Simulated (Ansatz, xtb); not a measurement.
**C5H5ClN2O: which of two isomers lies lower**

Structure X is `CC(=O)n1cncc1Cl`, a singlet and structure Y is `CC(=O)c1ncc(Cl)[nH]1`, a singlet. Both are isolated molecules in the gas phase, relaxed with B3LYP/def2-SVP, each in the lowest conformer that the search found.

X (Å):

```xyz
14

C     0.7119   -1.6839    1.6860
C     0.6838   -1.3443    0.2192
C     0.3477    0.3785   -1.5076
C    -0.1029    2.1568   -0.4044
C     0.0887    1.1810    0.5372
Cl   -0.0083    1.3308    2.2485
N     0.3859    0.0047   -0.1667
N     0.0626    1.6376   -1.6696
O     0.9000   -2.1516   -0.6490
H     1.4630   -1.0829    2.2191
H    -0.2595   -1.4814    2.1601
H     0.9557   -2.7499    1.7691
H     0.5461   -0.3583   -2.2832
H    -0.3509    3.2013   -0.2234
```

Y (Å):

```xyz
14

C     0.9939   -1.4596    0.8574
C    -0.1233   -0.8557    0.0439
C    -0.0613    0.5990   -0.2073
C     0.4674    2.6781   -0.2938
C    -0.7186    2.5359   -1.0033
Cl   -1.6850    3.6839   -1.8337
N     0.8559    1.4676    0.1900
N    -1.0426    1.2136   -0.9405
O    -1.0569   -1.4978   -0.4081
H     1.9627   -1.2782    0.3657
H     1.0521   -0.9739    1.8442
H     0.8204   -2.5370    0.9715
H     1.0298    3.5951   -0.1274
H    -1.8432    0.7362   -1.3431
```

Quicker runs give these differences E(Y) − E(X): GFN2-xTB +3.1 kcal/mol; HF/STO-3G −1.0 kcal/mol (at GFN2-xTB geometries); r2SCAN-D4/def2-SVP −7.5 kcal/mol (at GFN2-xTB geometries).

Estimate E(Y) − E(X) at the level CCSD(T)/def2-SVP + ΔMP2/def2-TZVPP.

Calculated at CCSD(T)/def2-SVP + ΔMP2/def2-TZVPP: E(Y) − E(X) = −5.8 kcal/mol, so structure Y lies lower.

Level by level:

```csv
level,geometry,E(Y) − E(X) (kcal/mol),departure from the last row (kcal/mol),"job, with rough time for the two"
GFN2-xTB,GFN2-xTB,+3.1,+8.9,"optimisation, 0.16 s"
HF/STO-3G,GFN2-xTB,−1.0,+4.8,"single point, 0.83 s"
r2SCAN-D4/def2-SVP,GFN2-xTB,−7.5,−1.7,"single point, 6.1 s"
B3LYP/def2-SVP,B3LYP/def2-SVP,−7.2,−1.3,"optimisation, 46 s"
HF/def2-SVP,B3LYP/def2-SVP,−4.7,+1.1,part of the CCSD(T) run
MP2/def2-SVP,B3LYP/def2-SVP,−7.1,−1.3,part of the CCSD(T) run
CCSD(T)/def2-SVP,B3LYP/def2-SVP,−4.7,+1.1,single point
CCSD(T)/def2-SVP + ΔMP2/def2-TZVPP,B3LYP/def2-SVP,−5.8,,"single point, 3.1 min"
```

As drawn, Y has 1 C–C, 1 N–H in place of 1 C–N, 1 C–H.

GFN2-xTB puts the two in the other order. The largest departure from CCSD(T)/def2-SVP + ΔMP2/def2-TZVPP is that of GFN2-xTB, 8.9 kcal/mol. The last row adds to CCSD(T) the change of the MP2 difference between the two basis sets, here −1.1 kcal/mol.

With thermal terms from frequencies at re-optimised GFN2-xTB minima (ideal gas, soft modes damped towards free rotors, one conformer each, 298.15 K, 1 atm): on the last row, ΔE + ΔZPE = −6.0, ΔH = −5.7, ΔG = −6.7 kcal/mol.

The correlated steps freeze 13 core orbitals. Programs: Ansatz 0.2.0, xtb 6.7.1; the last row on 4 threads of Arm Neoverse V1 on a shared host.
